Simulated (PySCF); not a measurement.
**Structure revision by computed shifts**

A compound C8H17P gives the data below (simulated from a calculation) and was assigned the structure `CCC(C)(C)P=C(C)C`.

¹³C{¹H} NMR (computed): δ 213.3 (C), 50.2 (CH2), 35.1 (CH3), 32.4 (CH3, 3C), 31.9 (C), 28.4 (CH3).

¹H NMR (400 MHz, computed): δ 2.54 (m, 3H), 2.39 (m, 3H), 1.78 (m, 2H), 1.17 (s, 9H).

Level of theory: PBE0/pcSseg-1 with gauge-including orbitals, GFN2-xTB structure, in PySCF 2.14 (in vacuum, no relativistic terms, single conformer, rapidly exchanging positions averaged).

References, each an isolated molecule treated in the same way: TMS for ¹H and ¹³C.

(1) Compare with the shifts computed for the proposed structure, pairing carbons in order of shift.

(2) Which isomer fits?

## Answers

(1) Structure with atom numbers: `[CH3:1][CH2:2][C:3]([CH3:4])([CH3:5])[P:6]=[C:7]([CH3:8])[CH3:9]`; H(Xn) means a hydrogen on atom n.

```tsv
atom	computed for proposal	given list	difference
C7	208.3	213.3	-5.0
C3	43.6	50.2	-6.6
C2	38.1	35.1	+3.0
C8	33.9	32.4	+1.5
C4	30.2	32.4	-2.2
C5	30.2	32.4	-2.2
C9	29.0	31.9	-2.9
C1	13.7	28.4	-14.7
```

The rms difference is 6.2 ppm and the largest -14.7 ppm at C1 (methyl carbon). The proposal also would give 7 carbon signals, not 6. The carbon types in order of shift don't match either: C, C, CH2, CH3, CH3, CH3, CH3, CH3 for the proposal against C, CH2, CH3, CH3, CH3, CH3, C, CH3 in the data. The proposal doesn't fit.

(2) `CC(C)=PCC(C)(C)C`.

1. δC 213.3: carbon double-bonded to a heavier main-group atom.
2. δC 35.1, 32.4, 28.4: methyl carbon; a saturated carbon with 1 carbon neighbour and no heteroatom attached.
3. δC 31.9: quaternary sp3 carbon; saturated and bonded to C and H only.
4. δH 1.78: hydrogen on an sp3 CH2 bonded to P.

Other isomers checked: C=C[P@@](=C)(C)C(C)(C)C (rms 43.0 ppm).

This is the structure that produced the data.

Splittings by ³¹P in the carbon and heteronuclear signals aren't shown, as no couplings were computed. Shifts are as computed. Against solution values, carbons near 30 ppm lie about +3 ppm off and those near 130 ppm about +5 ppm. Of 1211 compounds with measured shifts, 218 miss one by over three times the rms of a fit or turn the order of signals round; such compounds aren't used in these exercises. No couplings were computed; multiplicities are counted from neighbouring protons, with m where these are inequivalent, close in shift, in a saturated or five-membered ring or joined by F or P, and br s for small geminal =CH2 splittings.
